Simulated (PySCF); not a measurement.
C2H7NSi2, SMILES [SiH2]1C=N[C@@H]1[SiH3].

Geometry: PBE-D3(BJ)/def2-SVP. The structure was generated by enumeration; whether it is a known compound was not checked.

Calculation: PBE-D3(BJ)/def2-SVP run with PySCF.

Frequencies are harmonic and unscaled.

Computed vibrational spectrum:
```json
[
 {"mode": "1", "ν (cm⁻¹)": "116", "IR (km/mol)": "2.5", "moving atoms (share of kinetic energy)": "C 40 %, H 26 %, Si 22 %, N 12 %"},
 {"mode": "2", "ν (cm⁻¹)": "149", "IR (km/mol)": "0.3", "moving atoms (share of kinetic energy)": "H 38 %, Si 37 %, C 16 %, N 10 %"},
 {"mode": "3", "ν (cm⁻¹)": "154", "IR (km/mol)": "0.0", "moving atoms (share of kinetic energy)": "H 88 %"},
 {"mode": "4", "ν (cm⁻¹)": "262", "IR (km/mol)": "13.0", "moving atoms (share of kinetic energy)": "H 43 %, N 36 %, Si 11 %, C 10 %"},
 {"mode": "5", "ν (cm⁻¹)": "465", "IR (km/mol)": "4.2", "moving atoms (share of kinetic energy)": "H 40 %, Si 39 %, C 14 %"},
 {"mode": "6", "ν (cm⁻¹)": "502", "IR (km/mol)": "6.1", "moving atoms (share of kinetic energy)": "Si 45 %, C 22 %, H 21 %, N 12 %"},
 {"mode": "7", "ν (cm⁻¹)": "520", "IR (km/mol)": "5.0", "moving atoms (share of kinetic energy)": "H 77 %, Si 11 %, C 9 %"},
 {"mode": "8", "ν (cm⁻¹)": "583", "IR (km/mol)": "6.0", "moving atoms (share of kinetic energy)": "H 81 %"},
 {"mode": "9", "ν (cm⁻¹)": "619", "IR (km/mol)": "22.0", "moving atoms (share of kinetic energy)": "H 60 %, N 15 %, Si 13 %, C 12 %"},
 {"mode": "10", "ν (cm⁻¹)": "658", "IR (km/mol)": "30.8", "moving atoms (share of kinetic energy)": "H 66 %, C 27 %"},
 {"mode": "11", "ν (cm⁻¹)": "738", "IR (km/mol)": "73.1", "moving atoms (share of kinetic energy)": "H 54 %, C 25 %, Si 17 %"},
 {"mode": "12", "ν (cm⁻¹)": "761", "IR (km/mol)": "57.9", "moving atoms (share of kinetic energy)": "H 41 %, C 38 %, Si 19 %"},
 {"mode": "13", "ν (cm⁻¹)": "804", "IR (km/mol)": "49.5", "moving atoms (share of kinetic energy)": "H 45 %, C 28 %, N 25 %"},
 {"mode": "14", "ν (cm⁻¹)": "865", "IR (km/mol)": "78.2", "moving atoms (share of kinetic energy)": "H 79 %, C 19 %"},
 {"mode": "15", "ν (cm⁻¹)": "883", "IR (km/mol)": "158.4", "moving atoms (share of kinetic energy)": "H 86 %, Si 10 %"},
 {"mode": "16", "ν (cm⁻¹)": "905", "IR (km/mol)": "24.6", "moving atoms (share of kinetic energy)": "H 90 %"},
 {"mode": "17", "ν (cm⁻¹)": "908", "IR (km/mol)": "91.1", "moving atoms (share of kinetic energy)": "H 88 %"},
 {"mode": "18", "ν (cm⁻¹)": "913", "IR (km/mol)": "16.9", "moving atoms (share of kinetic energy)": "H 95 %"},
 {"mode": "19", "ν (cm⁻¹)": "943", "IR (km/mol)": "17.2", "moving atoms (share of kinetic energy)": "C 50 %, H 31 %, N 15 %"},
 {"mode": "20", "ν (cm⁻¹)": "1009", "IR (km/mol)": "32.4", "moving atoms (share of kinetic energy)": "H 54 %, C 41 %"},
 {"mode": "21", "ν (cm⁻¹)": "1144", "IR (km/mol)": "5.1", "moving atoms (share of kinetic energy)": "H 80 %, C 17 %"},
 {"mode": "22", "ν (cm⁻¹)": "1219", "IR (km/mol)": "6.7", "moving atoms (share of kinetic energy)": "H 72 %, C 18 %, N 10 %"},
 {"mode": "23", "ν (cm⁻¹)": "1548", "IR (km/mol)": "9.5", "moving atoms (share of kinetic energy)": "C 51 %, N 46 %"},
 {"mode": "24", "ν (cm⁻¹)": "2130", "IR (km/mol)": "112.9", "moving atoms (share of kinetic energy)": "H 98 %"},
 {"mode": "25", "ν (cm⁻¹)": "2151", "IR (km/mol)": "92.1", "moving atoms (share of kinetic energy)": "H 96 %"},
 {"mode": "26", "ν (cm⁻¹)": "2159", "IR (km/mol)": "82.8", "moving atoms (share of kinetic energy)": "H 99 %"},
 {"mode": "27", "ν (cm⁻¹)": "2169", "IR (km/mol)": "96.6", "moving atoms (share of kinetic energy)": "H 96 %"},
 {"mode": "28", "ν (cm⁻¹)": "2175", "IR (km/mol)": "102.6", "moving atoms (share of kinetic energy)": "H 96 %"},
 {"mode": "29", "ν (cm⁻¹)": "2999", "IR (km/mol)": "3.6", "moving atoms (share of kinetic energy)": "H 92 %"},
 {"mode": "30", "ν (cm⁻¹)": "3061", "IR (km/mol)": "21.6", "moving atoms (share of kinetic energy)": "H 91 %, C 9 %"}
]
```
